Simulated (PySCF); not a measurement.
Species: 1,4-bis(trifluoromethyl)benzene, C8H4F6.
InChI=1S/C8H4F6/c9-7(10,11)5-1-2-6(4-3-5)8(12,13)14/h1-4H

Method used: PBE0-D3(BJ)/def2-SVP geometry optimisation, gas phase (PySCF).

Take the most abundant isotopes and a rigid rotor. 

Q: What are A, B and C (GHz)?

A: Ia = 265.06, Ib = 1668.57, Ic = 1758.18 u·Å²; 505379 MHz·u·Å²/I gives 1907, 302.9 and 287.4 MHz, that is A = 1.9066, B = 0.3029, C = 0.2874 GHz.

Q: What kind of rotor is it?

A: A near-prolate asymmetric top; Ray's κ = -0.981.

Q: Is it planar, by Δ = Ic − Ia − Ib?

A: Not planar: Δ = Ic − Ia − Ib = -175.46 u·Å². For a rigid frame Δ = −2 Σ m c², so Σ m c² = 87.73 u·Å² lies off the ab plane: 0.00 from hydrogen and 87.73 from heavier atoms. The atom farthest from that plane is 1.25 Å away.

Q: Give the other two planar moments, Paa and Pbb, and the rms extents of the mass along the axes.

A: Paa = Σ m a² = (Ib + Ic − Ia)/2 = 1580.84 and Pbb = Σ m b² = (Ia + Ic − Ib)/2 = 177.34 u·Å². With the mass M = 214.02 u, the rms extents √(P/M) along a, b and c are 2.72, 0.91, 0.64 Å.

Q: Give the coordinates in the principal-axis frame, origin at the centre of mass.

A: The sense of each axis is arbitrary; atoms in the order of the calculation.
| atom | mass (u) | a (Å) | b (Å) | c (Å) |
| --- | --- | --- | --- | --- |
| F1 | 18.998 | 3.403 | 1.104 | -0.552 |
| C2 | 12.000 | 2.893 | -0.001 | -0.004 |
| F3 | 18.998 | 3.392 | -1.048 | -0.665 |
| F4 | 18.998 | 3.353 | -0.071 | 1.249 |
| C5 | 12.000 | 1.388 | 0.006 | -0.030 |
| C6 | 12.000 | 0.692 | -1.203 | -0.016 |
| C7 | 12.000 | -0.697 | -1.201 | 0.014 |
| C8 | 12.000 | -1.389 | 0.012 | 0.025 |
| C9 | 12.000 | -2.894 | 0.002 | 0.004 |
| F10 | 18.998 | -3.385 | -0.954 | 0.796 |
| F11 | 18.998 | -3.356 | -0.233 | -1.228 |
| F12 | 18.998 | -3.405 | 1.167 | 0.406 |
| C13 | 12.000 | -0.693 | 1.220 | 0.013 |
| C14 | 12.000 | 0.698 | 1.217 | -0.015 |
| H15 | 1.008 | 1.240 | -2.147 | -0.033 |
| H16 | 1.008 | -1.248 | -2.143 | 0.031 |
| H17 | 1.008 | -1.242 | 2.162 | 0.028 |
| H18 | 1.008 | 1.250 | 2.158 | -0.029 |

Q: List the rotational levels J(Ka,Kc) to J = 4 (K).

A: Above 0(0,0), as E/k:
J = 1: 1(0,1) 0.028, 1(1,1) 0.105, 1(1,0) 0.106
J = 2: 2(0,2) 0.085, 2(1,2) 0.161, 2(1,1) 0.163, 2(2,1) 0.394, 2(2,0) 0.394
J = 3: 3(0,3) 0.170, 3(1,3) 0.245, 3(1,2) 0.250, 3(2,2) 0.479, 3(2,1) 0.479, 3(3,1) 0.866, 3(3,0) 0.866
J = 4: 4(0,4) 0.283, 4(1,4) 0.357, 4(1,3) 0.364, 4(2,3) 0.593, 4(2,2) 0.593, 4(3,2) 0.979, 4(3,1) 0.979, 4(4,1) 1.521, 4(4,0) 1.521
Those of J = 1 are B + C, A + C and A + B.

The dipole components are |μa| = 0.00 D, |μb| = 0.04 D, |μc| = 0.00 D.

No PBE0-D3(BJ)/def2-SVP frequencies stand behind this structure, so it isn't proved a minimum. These are rigid-rotor constants of the computed structure; measured ground-state constants (B0) also hold zero-point vibration.

Hardware: one thread of an Intel Xeon at 2.50 GHz, no GPU (shared host). Cost: 8.8 min of wall time, 0.96 GiB resident at most. That covers the optimisation of the geometry.

The values belong to the conformer `[F:1][C:2]([F:3])([F:4])[c:5]1[cH:6][cH:7][c:8]([C:9]([F:10])([F:11])[F:12])[cH:13][cH:14]1`: F1–C2–C5–C6 155°, C7–C8–C9–F10 41°.
